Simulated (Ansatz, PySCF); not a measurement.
This PySCF input computes a B3LYP/def2-TZVPD energy:

```python
from pyscf import gto, scf, dft

mol = gto.M(
    atom='''
    Ge   -0.00000000    0.00000000   -0.00000000
    H    -0.88257558   -1.24273075   -0.02355332
    H    -0.63495431    1.38589484    0.00161732
    H     1.51752989   -0.14316410    0.02193600
    ''',
    basis='def2-tzvpd',
    charge=1,
    spin=0,
    verbose=4,
)

mf = dft.RKS(mol, xc='b3lyp').density_fit(auxbasis='def2-universal-jkfit')
mf.grids.level = 3
mf.conv_tol = 1e-9
mf.max_cycle = 100
mf.max_memory = 1500
mf.kernel()
if not mf.converged:
    mf = mf.newton()
    mf.kernel(mf.make_rdm1())
mf.analyze()
```

Task: Write an input for the same energy in Ansatz (a first-principles code) and say what it gives.

Result: 
Ansatz 0.2 input:
```yaml
crystal:
  periodic: [false, false, false]
  atoms:
    - {symbol: Ge, position_ang: [-0.00000000, 0.00000000, -0.00000000]}
    - {symbol: H, position_ang: [-0.88257558, -1.24273075, -0.02355332]}
    - {symbol: H, position_ang: [-0.63495431, 1.38589484, 0.00161732]}
    - {symbol: H, position_ang: [1.51752989, -0.14316410, 0.02193600]}
basis:
  gaussian:
    orbitals: def2-TZVPD
hamiltonian:
  xc: {name: B3LYP}
total_charge: 1
output: {forces: true}
```
It gives -2078.50405 Eh, and PySCF -2078.50411 Eh, a difference of 0.06 mEh, from the treatment of integrals and grids.
